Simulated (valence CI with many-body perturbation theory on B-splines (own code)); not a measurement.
# Fe20+: what the settings do

Calculated by valence CI with perturbative core correlation (CI+MBPT): four valence electrons over a frozen Dirac-Fock core [He], a basis of 6 s, 6 p, 5 d, 3 f, 1 g functions for each j, with the one-electron correlation potential Σ1 (screened to all orders), the two-electron term Σ2, the three-electron term Σ3, Breit, model QED; selected single and double excitations, second order for the rest, scaled by the run's own slope (own B-spline code, finite nucleus).

No measured levels were compared; by estimate levels of excited configurations hold to 0.05 to 0.15 % of their energy, terms of the ground configuration to about 0.5 %.

The reference run has the lowest level 2s2 2p2 3P_0 and an ionisation energy of 1689.09 eV. Its largest variational space holds 11450 state functions.

Changed runs:
A. scale of Σ1 1 → 1.1
B. logarithmic knot step 0.27 → 0.33
C. scale of Σ1 1 → 0; scale of Σ2 1 → 0; three-electron term on → off
D. scale of Σ2 1 → 3 (bad on purpose)

Excitation energies of the reference run in cm⁻¹, and shifts in cm⁻¹:

```
                 Level  Reference      A         B      C       D
          2s2 2p2 3P_1      73766    +11      -0.5    -48    -209
          2s2 2p2 3P_2     117359    +14      -0.8    -86     -51
          2s2 2p2 1D_2     244778    +23      -1.6   -201    +302
          2s2 2p2 1S_0     372326    +20      -1.7   -644   +1798
          2s 2p3 5S°_2     486186   -118       -21  +1439   -1006
          2s 2p3 3D°_1     776917   -118       -23  +2240   -1535
          2s 2p3 3D°_2     777520   -117       -23  +2154   -1432
          2s 2p3 3D°_3     803705   -112       -23  +2139   -1530
          2s 2p3 3P°_0     916624   -110       -23  +1932    -861
          2s 2p3 3P°_1     925255   -109       -23  +2091   -1207
          2s 2p3 3P°_2     942774   -106       -24  +2082   -1254
          2s 2p3 3S°_1    1096360   -117       -25  +5373   -6495
Ionisation energy (eV)    1689.09  +0.03  +0.00042  -0.21  -0.045
```
